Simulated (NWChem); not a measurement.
Molecule: C₃H₂FN; SMILES C(/C#N)=C\F

```xyz
7

N     -0.2280    -2.5310     0.0000
C      0.0957    -1.4171     0.0000
C      0.5114    -0.0573     0.0000
C     -0.3779     0.9418     0.0000
F      0.0024     2.1998     0.0000
H      1.5829     0.1627     0.0000
H     -1.4645     0.8104     0.0000
```
Atoms are numbered in this order, from 1.

Coordinates come from a PBE0/def2-SVP optimisation.

Task: Give the principal values of the shielding tensors (ppm) of N1, C2, C3, C4, F5 from PBE/pcSseg-1, GIAO (NWChem), with their diamagnetic and paramagnetic parts as GIAO splits them.

Result: 
```csv
atom,σ11,σ22,σ33,isotropic,diamagnetic,paramagnetic
N1,-230.2,-198.6,231.2,-65.9,340.0,-405.9
C2,-48.4,-42.2,283.4,64.3,258.2,-194.0
C3,-2.0,122.4,150.5,90.3,257.0,-166.7
C4,-100.1,40.0,75.4,5.1,250.2,-245.2
F5,126.5,165.6,396.2,229.4,472.7,-243.3
```
